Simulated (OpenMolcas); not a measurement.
# Fe²⁺: effect of the active space

```yaml
Program: OpenMolcas
Method: CASSCF or its RAS form
Basis: ANO-RCC-VQZP
Scalar_Hamiltonian: DKH2, point nucleus
Spin-orbit_coupling: state interaction with AMFI integrals over the reference wave functions, term energies averaged over their components
```

A. 6 electrons in 5 orbitals (3d); 2S+1 = 5 even, 5 roots; 2S+1 = 3 even, 45 roots; 2S+1 = 1 even, 50 roots; cost about 25 core-seconds
B. 6 electrons in 6 orbitals (3d 4s); 2S+1 = 5 even, 30 roots; 2S+1 = 7 even, 1 root kept (CI in the orbitals of an earlier block); 2S+1 = 3 even, 121 roots kept (CI in the orbitals of an earlier block, 98 in the spin-orbit step); 2S+1 = 1 even, 96 roots kept (CI in the orbitals of an earlier block, 69 in the spin-orbit step); cost roughly 100 core-seconds
C. 12 electrons in 8 orbitals (RAS1 3p, at most 2 holes; RAS2 3d); 2S+1 = 5 even, 5 roots; 2S+1 = 3 even, 45 roots; 2S+1 = 1 even, 44 roots; cost roughly 50 core-seconds
D. 6 electrons in 10 orbitals (3d 4d); 2S+1 = 5 even, 5 roots; 2S+1 = 3 even, 45 roots; 2S+1 = 1 even, 44 roots; cost about 6 core-minutes

Energies in cm⁻¹ above 3d⁶ ⁵D₄, the measured ground level; measured values from Corliss and Sugar, J. Phys. Chem. Ref. Data 11, 135 (1982).

| Level | A | B | C | D | Measured |
| --- | --- | --- | --- | --- | --- |
| 3d⁶ ⁵D₄ | 0.0 | 0.0 | 0.0 | 0.0 | 0.0 |
| 3d⁶ ⁵D₃ | 432 | 466 | 436 | 407 | 436 |
| 3d⁶ ⁵D₂ | 740 | 798 | 743 | 696 | 739 |
| 3d⁶ ⁵D₁ | 939 | 1012 | 941 | 882 | 932 |
| 3d⁶ ⁵D₀ | 1037 | 1118 | 1038 | 973 | 1027 |
| 3d⁶ ³H₆ | 22591 | 24070 | 24273 | 21959 | 20051 |
| 3d⁶ ³H₅ | 22819 | 24318 | 24488 | 22165 | 20301 |
| 3d⁶ ³H₄ | 22993 | 24506 | 24708 | 22318 |  |
| 3d⁶ ³P₂(1) | 24743 | 26381 | 21455 | 23979 | 19405 |
| 3d⁶ ³F₄(1) | 25878 | 27592 | 24391 | 25063 |  |
| 3d⁶ ³P₁(1) | 26008 | 27758 | 22751 | 25252 | 20688 |
| 3d⁶ ³F₃(1) | 26115 | 27850 | 24700 | 25290 | 21700 |
| 3d⁶ ³F₂(1) | 26290 | 28042 | 24866 | 25457 | 21857 |
| 3d⁶ ³P₀(1) | 26551 | 28348 | 23285 | 25794 | 21208 |
| 3d⁶ ³G₅ | 28522 | 30409 | 28781 | 27699 | 24559 |
| 3d⁶ ³G₄ | 28917 | 30840 | 29138 | 28072 | 24941 |
| 3d⁶ ³G₃ | 29107 | 31046 | 29322 | 28242 | 25142 |
| 3d⁶ ¹I₆ | 33983 | 36267 | 36419 | 32955 | 30356 |
| 3d⁶ ¹G₄(1) | 35835 | 38279 | 34209 | 34769 | 30886 |
| 3d⁶ ³D₁ | 36901 | 39364 | 35078 | 35617 |  |
| 3d⁶ ³D₂ | 36931 | 39401 | 35104 | 35660 |  |
| 3d⁶ ³D₃ | 37051 | 39526 | 35238 | 35793 | 30858 |
| 3d⁶ ¹F₃ | 51560 | 55147 | 49804 | 50019 | 42897 |

Deviations, from unrounded energies. A percentage is the sum of absolute deviations over the sum of measured energies, with the sign that they share, or ± where signs differ.

| Against measurement | Levels | A | B | C | D |
| --- | --- | --- | --- | --- | --- |
| mean absolute deviation (cm-1) | 18 | 3600 | 5200 | 3000 | 2900 |
| fine structure of the ground term (%) | 4 | ±0.7 | +8.3 | ±0.7 | -5.7 |
| other terms of the ground configuration (%) | 14 | +18.4 | +26.3 | +15.2 | +14.8 |

C, D lie about equally close to measurement and B furthest from it. The largest miss of D in the table is 3d⁶ ¹F₃, by +7100 cm-1. The ranking rests on the paired levels alone, and a cruder setting can come out closer through cancelling errors.

The spin-orbit steps hold different terms of 3d⁶ (B lacks a ¹D, a ¹S; C lacks a ¹D, a ¹S; D lacks a ¹D, a ¹S), which shifts levels as well.

Among A to D the level of the table that moves most is 3d⁶ ¹F₃, by 5300 cm-1 (lowest in C, highest in B).

Without dynamic correlation excited terms often stand tens of per cent too high (terms of higher spin than the ground term too low), and those without a measured partner can miss by more than the paired ones. Some high roots are left out of the spin-orbit mixing, which shifts the levels that they would mix with (holds for B). Terms from blocks run as CI alone lack orbitals of their own (holds for B). Active for correlation alone: 3p; no level in the range computed is led by a configuration that opens it, so any true level of that kind is missing (holds for C). Active for correlation alone: 4d; no level in the range computed is led by a configuration that fills it, so any true level of that kind is missing (holds for D). Computed and measured levels are paired by configuration, term and J; levels that our copy of the source lacks, or whose pairing is in doubt (as where it misses far off the trend of its configuration), stay unpaired and out of the deviations. Levels of configurations outside the active space are missing. Levels that lie high or do not pair safely by name in every column are left out.

A number in round brackets counts repeated terms of one configuration in the order of the reference energies.
